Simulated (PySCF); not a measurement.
Gas-phase reaction: GeCl2 + 2 F → GeF2 + 2 Cl

Computed with PySCF and rigid-rotor harmonic-oscillator thermochemistry at 1 bar. † marks an energy on the PBE0/def2-TZVP geometry and frequencies; other levels use their own. MP2 and CCSD(T) freeze the core. 6-31G* has spherical d functions here. Open shells (unrestricted): F (multiplicity 2, electronic degeneracy 6), Cl (multiplicity 2, electronic degeneracy 6); the rest are closed-shell singlets. Spin-orbit splitting is ignored; it lowers the true energy and changes the entropy of F, Cl. Ge: all electrons, no relativistic terms. MP2 isn't extrapolated to the basis-set limit; its ΔH°(298 K) is -301.8 kJ in def2-SVP and -296.5 kJ in def2-TZVPP. CCSD(T) isn't extrapolated to the basis-set limit; its ΔH°(298 K) is -269.8 kJ in def2-SVP and -272.5 kJ in def2-TZVPP. The harmonic model lacks anharmonicity and excited electronic states, which grow with temperature; levels with a mode under 35 cm⁻¹ are left out.

```csv
level,"ΔE electronic, kJ","ΔH°(298 K), kJ","ΔS°(298 K), J/K","ΔG°(1800 K), kJ"
BLYP/def2-TZVP†,-307,-305,-9,-284
CCSD(T)/def2-TZVPP†,-275,-272,-9,-252
HF/6-31G*,-169,-166,-10,-142
MP2/def2-SVP†,-304,-302,-9,-281
PBE/def2-SVP,-285,-282,-9,-261
PBE0/def2-QZVP†,-253,-250,-9,-230
PBE0/def2-TZVP,-247,-244,-9,-224
r2SCAN/def2-TZVP†,-260,-258,-9,-237
LDA/def2-TZVP†,-334,-331,-9,-310
```
ΔH° is lowest at LDA/def2-TZVP† and highest at HF/6-31G*. No reference value is set beside these.
